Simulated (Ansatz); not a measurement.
System: C7H11 (charge 0, doublet). It need not be the lowest isomer of its formula. SMILES: C1(=C)C[CH]CCC1
Geometry from a B3LYP-D3(BJ)/def2-TZVP (Ansatz, a program for electronic structure) optimisation:
```
C
C 1 1.3283
H 2 1.0834 1 121.63
H 2 1.0835 3 116.94 1 -179.82
C 1 1.5036 2 123.14 3 178.47
H 5 1.0912 1 110.33 2 -0.04
H 5 1.0978 6 107.17 1 -118.70
C 1 1.5118 2 122.55 3 0.40
H 8 1.0911 1 110.65 2 7.23
H 8 1.1069 9 106.04 1 116.33
C 8 1.4932 9 111.30 10 118.61
H 11 1.0822 8 119.19 9 -28.35
C 11 1.4879 12 120.07 8 165.65
H 13 1.0922 11 110.77 12 26.38
H 13 1.1048 14 105.82 11 118.82
C 5 1.5350 6 110.69 7 -118.17
H 16 1.0925 5 110.09 6 58.88
H 16 1.0933 17 107.33 5 118.40
```
Charge 0, spin multiplicity 2.

Computed values are from Ansatz. Valence correlation only, unless marked. Open shells are spin-unrestricted. Spin-orbit coupling is left out. No relativistic terms. Basis-set limits of correlation are two-point, X^-3; Hartree-Fock from the larger set. [CCSD(T)-MP2]/basis is that difference in the basis named.

```
Item                                                                               Result
---------------------  ------------------------------------------------------------------
atomisation energy De  7559.2 kJ/mol at RI-MP2/CBS(cc-pVTZ,cc-pVQZ)+[CCSD(T)-MP2]/cc-pVTZ
total energy            -272.9181 Eh at RI-MP2/CBS(cc-pVTZ,cc-pVQZ)+[CCSD(T)-MP2]/cc-pVTZ
dipole moment                                               0.62 D at CCSD(T)/aug-cc-pVDZ
T1 diagnostic                                                       0.012 at CCSD/cc-pVTZ
```
